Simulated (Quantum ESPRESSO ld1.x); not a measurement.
Results of a calculation; reference values are marked as such.
Problem. Neutral niobium, 41 electrons, occupied as [Kr] 4d4 5s1 (the NIST ground configuration). Code: ld1.x of Quantum ESPRESSO 7.5. Model: Dirac Kohn-Sham, LDA (Slater exchange, Perdew-Zunger correlation), spin-unpolarised, spherical densities, point nucleus; open shells are shared between the two j in proportion to 2j + 1. Some entries of the table are withheld. Estimate them.

| orbital | occ. | eigenvalue (eV) | <1/r> (bohr^-1) |
|---|---|---|---|
| 1s1/2 | 2 | (1) | 42.35 |
| 2s1/2 | 2 | -2626.07 | 9.613 |
| 2p1/2 | 2 | -2411.74 | 9.596 |
| 2p3/2 | 4 | -2316.13 | 9.159 |
| 3s1/2 | 2 | -437.601 | 3.270 |
| 3p1/2 | 2 | -356.858 | 3.170 |
| 3p3/2 | 4 | -341.351 | 3.064 |
| 3d3/2 | 4 | -198.196 | 2.871 |
| 3d5/2 | 6 | -195.306 | 2.844 |
| 4s1/2 | 2 | -58.4338 | 1.181 |
| 4p1/2 | 2 | -36.0543 | (2) |
| 4p3/2 | 4 | -33.9187 | (3) |
| 5s1/2 | 1 | -4.2018 | 0.3480 |
| 4d3/2 | 1.6 | -3.3057 | 0.6331 |
| 4d5/2 | 2.4 | -3.1500 | 0.6237 |

Solution. 
(1) 1s1/2 eigenvalue (eV): -18773.2
(2) 4p1/2 <1/r> (bohr^-1): 1.056
(3) 4p3/2 <1/r> (bohr^-1): 1.025
